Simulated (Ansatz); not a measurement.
The molecule LiBe, multiplicity 2 (lowest of 2S+1 = 2, 4 at CCSD(T)/def2-TZVPP on PBE0 minima; our sources give no spin for the ground state, which may be another). The T1 diagnostic near the minimum is 0.076, so single-reference values are doubtful.

Seven points along R, fitted to fifth degree in 1/R; most abundant isotopes. In def2 and cc sets the state is the lowest found near the PBE0 minimum, followed along R.

Codes used: Ansatz (Gaussian basis) for Hartree–Fock, density functionals and correlated methods. Each number belongs to the level named beside it.

Energies at PBE/def2-TZVPP:

```json
[
 {"R (Å)": "2.406336", "E (hartree)": "-22.10959712"},
 {"R (Å)": "2.471022", "E (hartree)": "-22.11035006"},
 {"R (Å)": "2.530534", "E (hartree)": "-22.11071088"},
 {"R (Å)": "2.597807", "E (hartree)": "-22.11080566"},
 {"R (Å)": "2.665081", "E (hartree)": "-22.11063199"},
 {"R (Å)": "2.742705", "E (hartree)": "-22.11017139"},
 {"R (Å)": "2.833266", "E (hartree)": "-22.10937290"}
]
```

**Question.** With a reduced mass of 3.9449 u, find the minimum, the force constant and the constants.

**Answer.** A fifth-degree polynomial in 1/R puts the minimum at r_e = 2.5856 Å with force constant 26.9 N/m. Then ω_e = (1/2πc)√(k/μ) = 340 cm⁻¹ and B_e = h/(8π²cμr_e²) = 0.6392 cm⁻¹; the cubic and quartic terms give α_e = 0.014 and ω_e x_e = 5.6 cm⁻¹.

Ansatz is a quantum-chemistry and plane-wave program.
